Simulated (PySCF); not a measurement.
## C$_{8}$H$_{12}$: full NMR table

```yaml
Formula: C8H12
SMILES: C#CC1CCCCC1
Degrees_of_unsaturation: 3
Carbon_signals: 6
Proton_signals: 8
```

Bonds (- single, = double, # triple, : aromatic): C1#C2, C2-C3, C3-C4, C4-C5, C5-C6, C6-C7, C7-C8, C8-C3. C1 carries H9; C3 carries H10; C4 carries H11, H12; C5 carries H13, H14; C6 carries H15, H16; C7 carries H17, H18; C8 carries H19, H20. H12, H13, H15, H18, H20 are cis to C2 on the ring; H11, H14, H16, H17, H19 are trans to C2 on the ring.

Isolated molecule, equivalent nuclei averaged, relativity neglected, one conformer. Structure optimised with GFN2-xTB; shielding tensors at PBE0/pcSseg-1 (GIAO); PySCF 2.14.0 with density-fitted response routines.

Chemical shifts δ = σref − σ; TMS for 1H (σref 31.72), 13C (σref 186.93), all at this level.

```tsv
carbon	δC, type	δH (multiplicity)	HMBC from (2–3 bonds)	span of the C tensor (ppm)
C1	74.4, CH	1.45 (d)	H10	205
C2	94.0, C	–	H11/H19, H10, H9, H12/H20	315
C3	31.4, CH	2.05 (m)	H11/H19, H13/H18, H9, H12/H20, H14/H17	16
C4/C8	37.7, CH2	H11 2.07 (m); H12 1.30 (m)	H11/H19, H10, H13/H18, H16, H12/H20, H14/H17, H15	19
C5/C7	30.1, CH2	H13 1.79 (m); H14 1.18 (m)	H11/H19, H10, H13/H18, H16, H12/H20, H14/H17, H15	6
C6	29.9, CH2	H15 1.14 (m); H16 1.71 (m)	H11/H19, H13/H18, H12/H20, H14/H17	10
```

- Carbon types of the structure: 1 × C, 2 × CH, 5 × CH2, which accounts for all hydrogens.
- δC 94.0: alkyne carbon; the triple bond shields along its axis, which puts it between sp3 and sp2 carbons.
- δC 74.4: terminal alkyne carbon; sp carbons lie upfield of alkene carbons because the cylindrical π system leaves one tensor component strongly shielded.
- δC 37.7, 30.1, 29.9: sp3 CH2 in a ring; aliphatic region, no heteroatom directly attached.
- δC 31.4: propargylic sp3 CH; saturated and bonded to C and H only.
- δH 1.45: hydrogen on a terminal alkyne carbon; it lies on the axis of the triple bond, in its shielding cone.

Shifts are as computed. Against solution values, carbons near 30 ppm lie about +3 ppm off and those near 130 ppm about +5 ppm. Of 1211 compounds with measured shifts, 218 miss one by over three times the rms of a fit or turn the order of signals round; such compounds aren't used in these exercises. Multiplicities follow the n + 1 count of equivalent neighbours, as no J values were calculated; m marks all less simple cases, F and P coupling included.
